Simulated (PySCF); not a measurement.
## Fractional electron number in Co⁺ (cobalt, charge +1)

The 3d beta orbital of [Ar] 3d8 is emptied in steps (occupation f), with all orbitals relaxed, ending at [Ar] 3d7. All numbers are calculated (PySCF 2.14, the non-relativistic Hamiltonian (point nucleus), in def2-TZVPPD). The exact energy is a straight line in f; departures are measured from the line between the end points of the same method.

```csv
f,HSE06 (eV)
1,0.000
0.8,-0.740
0.6,-1.126
0.4,-1.140
0.2,-0.769
0,0.000
```

| method | E(f=0) − E(f=1) (eV) | −ε at f=1 (eV) | −ε at f=0.4 (eV) |
| --- | --- | --- | --- |
| HSE06 | 17.683 | 13.133 | 18.563 |

Orbital energy along the path (eV):

```tsv
f	HSE06
1	-13.133
0.8	-14.853
0.6	-16.668
0.4	-18.563
0.2	-20.525
0	-22.536
```

Reference removal energy between the ground levels: 17.084 eV (measured; NIST Atomic Spectra Database, ionization energies). The calculation has no spin-orbit coupling. The determinant left behind need not be the lowest term of the ion.
